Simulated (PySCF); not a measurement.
LiAs: script and output

File input.py (PySCF 2.14):

```python
from pyscf import gto, dft

mol = gto.M(
    atom='Li 0 0 0; As 0 0 2.829',
    basis='jorge-dzp',
    charge=0,
    spin=2,
    verbose=3,
)
mf = dft.ROKS(mol, xc='pw6b95')
mf = mf.density_fit(auxbasis='def2-universal-jkfit')
mf.kernel()
mf.analyze()
print('orbital energies (hartree):', mf.mo_energy[..., max(0, mol.nelec[1]-3):mol.nelec[0]+3].round(4))
```

```bash
$ OMP_NUM_THREADS=1 python input.py
```

Output (some set-up lines and the per-cycle HOMO/LUMO lines with their warnings removed):

```
converged SCF energy = -2244.33625054461
**** MO energy ****
                Roothaan           | alpha              | beta
[8 lines left out]
MO #9   energy= -5.04310762599704  | -5.04434385222762  | -5.04187139976565  occ= 2
MO #10  energy= -2.0965187088982   | -2.09658763926212  | -2.09644977853525  occ= 2
MO #11  energy= -1.60328914269846  | -1.60764770037705  | -1.59893058502042  occ= 2
MO #12  energy= -1.60326091873391  | -1.60761873832127  | -1.59890309914595  occ= 2
MO #13  energy= -1.59846460648409  | -1.60109794932712  | -1.59583126362594  occ= 2
MO #14  energy= -1.59846460648399  | -1.60109794932712  | -1.59583126362595  occ= 2
MO #15  energy= -1.5968893472665   | -1.5989998300322   | -1.59477886450084  occ= 2
MO #16  energy= -0.492930791844725 | -0.526970349721217 | -0.458891233968224 occ= 2
MO #17  energy= -0.173494156256035 | -0.184083706825186 | -0.16290460568604  occ= 2
MO #18  energy= -0.122547866213345 | -0.190458838873982 | -0.0546366968999668 occ= 1
MO #19  energy= -0.12254786621278  | -0.190458838873988 | -0.0546366968999741 occ= 1
MO #20  energy= -0.0634601996642498 | -0.0647283893735387 | -0.0621920099544177 occ= 0
MO #21  energy= -0.00572737355022549 | -0.00906332561804498 | -0.00239155948740343 occ= 0
MO #22  energy= -0.00572737355002038 | -0.00906332561804701 | -0.00239155948741007 occ= 0
[36 lines left out]
 ** Mulliken atomic charges  **
charge of    0Li =      0.47333
charge of    1As =     -0.47333
Dipole moment(X, Y, Z, Debye): -0.00000,  0.00000, -6.56308
orbital energies (hartree): [-1.5969 -0.4929 -0.1735 -0.1225 -0.1225 -0.0635 -0.0057 -0.0057]
```

In short: E(SCF) = -2244.336251 Eh, μz(SCF) = -6.56 D.

Hardware: Arm Neoverse V2, 1 thread, shared host. Wall time 5.1 s, peak memory 0.22 GiB.

The bond length is a typed value, not an optimised one. No search for the lowest solution was made.
